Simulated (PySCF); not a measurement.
H$_{3}$Si, doublet, at a GFN2-xTB geometry; PBE0/6-31G* (PySCF).

PySCF was given this input:
```python
from pyscf import gto, scf, dft

mol = gto.Mole()
mol.atom = '''
    Si    0.00172380    0.00046639    0.05606838
    H    -0.01025152    1.41163100   -0.27334508
    H     1.21691602   -0.70748096   -0.29344641
    H    -1.23079768   -0.71067955   -0.21816587
'''
mol.basis = '6-31g*'
mol.spin = 1
mol.verbose = 4
mol.build()

mf = dft.UKS(mol)
mf.xc = 'pbe0'
mf.kernel()
```

Question: What does PySCF print? Leave out banner, timings and long lists.

Answer: 
```
PySCF version 2.14.0

[INPUT] verbose = 4
[INPUT] num. atoms = 4
[INPUT] num. electrons = 17
[INPUT] charge = 0
[INPUT] spin (= nelec alpha-beta = 2S) = 1
[INPUT] symmetry False subgroup None
[INPUT] Mole.unit = angstrom
[INPUT] Symbol           X                Y                Z      unit          X                Y                Z       unit  Magmom
[INPUT]  1 Si     0.001723800000   0.000466390000   0.056068380000 AA    0.003257509894   0.000881349367   0.105953882448 Bohr   0.0
[INPUT]  2 H     -0.010251520000   1.411631000000  -0.273345080000 AA   -0.019372565161   2.667595978946  -0.516547338697 Bohr   0.0
[INPUT]  3 H      1.216916020000  -0.707480960000  -0.293446410000 AA    2.299637994396  -1.336945252744  -0.554533347137 Bohr   0.0
[INPUT]  4 H     -1.230797680000  -0.710679550000  -0.218165870000 AA   -2.325870529950  -1.342989711829  -0.412273744027 Bohr   0.0

nuclear repulsion = 15.9851288985513
number of shells = 14
number of NR pGTOs = 63
number of NR cGTOs = 24
basis = 6-31g*
ecp = {}

******** <class 'pyscf.dft.uks.UKS'> ********
method = UKS
initial guess = minao
damping factor = 0
level_shift factor = 0
DIIS = <class 'pyscf.scf.diis.CDIIS'>
diis_start_cycle = 1
diis_space = 8
diis_damp = 0
SCF conv_tol = 1e-09
SCF conv_tol_grad = None
SCF max_cycles = 50
direct_scf = True
direct_scf_tol = 1e-13
number electrons alpha = 9  beta = 8
XC library pyscf.dft.libxc version 7.1.2
    S. Lehtola, C. Steigemann, M. J. T. Oliveira, and M. A. L. Marques,  SoftwareX 7, 1–5 (2018)
XC functionals = pbe0
    C. Adamo and V. Barone,  J. Chem. Phys. 110, 6158 (1999)
    M. Ernzerhof and G. E. Scuseria,  J. Chem. Phys. 110, 5029 (1999)
radial grids:
    Treutler-Ahlrichs [JCP 102, 346 (1995); DOI:10.1063/1.469408] (M4) radial grids

becke partition: Becke, JCP 88, 2547 (1988); DOI:10.1063/1.454033
pruning grids: <function nwchem_prune>
grids dens level: 3
symmetrized grids: False
atomic radii adjust function: <function treutler_atomic_radii_adjust>
small_rho_cutoff = 0
Set gradient conv threshold to 3.16228e-05
tot grids = 48608
init E= -290.890100922146

cycle= 1 E= -291.073476143189  delta_E= -0.183  |g|= 0.05  |ddm|=  1.1
cycle= 2 E= -291.075946607256  delta_E= -0.00247  |g|= 0.0131  |ddm|= 0.11
cycle= 3 E= -291.076142214057  delta_E= -0.000196  |g|= 0.00544  |ddm|= 0.0297
cycle= 4 E= -291.076176124762  delta_E= -3.39e-05  |g|= 0.00102  |ddm|= 0.0133
cycle= 5 E= -291.076178136008  delta_E= -2.01e-06  |g|= 0.000211  |ddm|= 0.00324
cycle= 6 E= -291.07617820945  delta_E= -7.34e-08  |g|= 5.58e-05  |ddm|= 0.000659
cycle= 7 E= -291.076178213787  delta_E= -4.34e-09  |g|= 1.06e-05  |ddm|= 0.000122
cycle= 8 E= -291.076178214092  delta_E= -3.05e-10  |g|= 2.59e-06  |ddm|= 5.73e-05
Extra cycle  E= -291.076178214105  delta_E= -1.31e-11  |g|= 9.02e-07  |ddm|= 7.66e-06
converged SCF energy = -291.076178214105  <S^2> = 0.75316998  2S+1 = 2.0031675
```
